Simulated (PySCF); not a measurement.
**Fractional electron number in Bi⁺ (bismuth, charge +1)**

The 6p alpha orbital of [Xe] 4f14 5d10 6s2 6p2 is emptied in steps (occupation f), with all orbitals relaxed, ending at [Xe] 4f14 5d10 6s2 6p1. Computed with PySCF 2.14 in def2-SVP with the def2 core potential (60 electrons), with scalar relativity through the core potential. The exact energy is a straight line in f; departures are measured from the line between the end points of the same method.

```json
{"f": "1", "UHF (eV)": "0.000", "LDA (eV)": "0.000", "PBE (eV)": "0.000", "PBE0 (eV)": "0.000", "r2SCAN (eV)": "0.000", "LC-wPBE (eV)": "0.000", "BHandHLYP (eV)": "0.000", "wB97X (eV)": "0.000", "MN15 (eV)": "0.000", "TPSS (eV)": "0.000"}
{"f": "0.9", "UHF (eV)": "0.031", "LDA (eV)": "-0.349", "PBE (eV)": "-0.339", "PBE0 (eV)": "-0.247", "r2SCAN (eV)": "-0.317", "LC-wPBE (eV)": "-0.020", "BHandHLYP (eV)": "-0.164", "wB97X (eV)": "-0.048", "MN15 (eV)": "-0.196", "TPSS (eV)": "-0.330"}
{"f": "0.7", "UHF (eV)": "0.072", "LDA (eV)": "-0.816", "PBE (eV)": "-0.792", "PBE0 (eV)": "-0.574", "r2SCAN (eV)": "-0.734", "LC-wPBE (eV)": "-0.044", "BHandHLYP (eV)": "-0.384", "wB97X (eV)": "-0.113", "MN15 (eV)": "-0.452", "TPSS (eV)": "-0.770"}
{"f": "0.5", "UHF (eV)": "0.084", "LDA (eV)": "-0.974", "PBE (eV)": "-0.943", "PBE0 (eV)": "-0.682", "r2SCAN (eV)": "-0.864", "LC-wPBE (eV)": "-0.049", "BHandHLYP (eV)": "-0.457", "wB97X (eV)": "-0.137", "MN15 (eV)": "-0.530", "TPSS (eV)": "-0.915"}
{"f": "0.3", "UHF (eV)": "0.070", "LDA (eV)": "-0.819", "PBE (eV)": "-0.792", "PBE0 (eV)": "-0.571", "r2SCAN (eV)": "-0.715", "LC-wPBE (eV)": "-0.038", "BHandHLYP (eV)": "-0.385", "wB97X (eV)": "-0.117", "MN15 (eV)": "-0.436", "TPSS (eV)": "-0.766"}
{"f": "0.1", "UHF (eV)": "0.030", "LDA (eV)": "-0.351", "PBE (eV)": "-0.339", "PBE0 (eV)": "-0.244", "r2SCAN (eV)": "-0.302", "LC-wPBE (eV)": "-0.014", "BHandHLYP (eV)": "-0.165", "wB97X (eV)": "-0.051", "MN15 (eV)": "-0.182", "TPSS (eV)": "-0.327"}
{"f": "0", "UHF (eV)": "0.000", "LDA (eV)": "0.000", "PBE (eV)": "0.000", "PBE0 (eV)": "0.000", "r2SCAN (eV)": "0.000", "LC-wPBE (eV)": "0.000", "BHandHLYP (eV)": "0.000", "wB97X (eV)": "0.000", "MN15 (eV)": "0.000", "TPSS (eV)": "0.000"}
```

| method | E(f=0) − E(f=1) (eV) | −ε at f=1 (eV) | −ε at f=0.5 (eV) |
| --- | --- | --- | --- |
| UHF | 15.297 | 15.644 | 15.291 |
| LDA | 15.976 | 12.108 | 15.967 |
| PBE | 15.767 | 12.004 | 15.767 |
| PBE0 | 15.821 | 13.080 | 15.830 |
| r2SCAN | 15.904 | 12.368 | 15.962 |
| LC-wPBE | 15.900 | 15.671 | 15.919 |
| BHandHLYP | 15.729 | 13.904 | 15.726 |
| wB97X | 15.536 | 15.010 | 15.523 |
| MN15 | 15.895 | 13.700 | 15.941 |
| TPSS | 15.706 | 12.036 | 15.720 |

Orbital energy along the path (eV):

| f | UHF | LDA | PBE | PBE0 | r2SCAN | LC-wPBE | BHandHLYP | wB97X | MN15 | TPSS |
| --- | --- | --- | --- | --- | --- | --- | --- | --- | --- | --- |
| 1 | -15.644 | -12.108 | -12.004 | -13.080 | -12.368 | -15.671 | -13.904 | -15.010 | -13.700 | -12.036 |
| 0.9 | -15.571 | -12.871 | -12.751 | -13.631 | -13.095 | -15.726 | -14.268 | -15.108 | -14.162 | -12.770 |
| 0.7 | -15.429 | -14.411 | -14.256 | -14.733 | -14.542 | -15.829 | -14.996 | -15.310 | -15.067 | -14.244 |
| 0.5 | -15.291 | -15.967 | -15.767 | -15.830 | -15.962 | -15.919 | -15.726 | -15.523 | -15.941 | -15.720 |
| 0.3 | -15.159 | -17.534 | -17.278 | -16.919 | -17.320 | -15.992 | -16.458 | -15.751 | -16.774 | -17.182 |
| 0.1 | -15.032 | -19.097 | -18.782 | -17.994 | -18.612 | -16.037 | -17.194 | -15.986 | -17.543 | -18.617 |
| 0 | -14.970 | -19.870 | -19.531 | -18.525 | -19.235 | -16.051 | -17.568 | -16.096 | -17.882 | -19.330 |

Reference removal energy between the ground levels: 16.703 eV (measured; NIST Atomic Spectra Database, ionization energies). The calculation has no spin-orbit coupling. UHF lacks correlation.
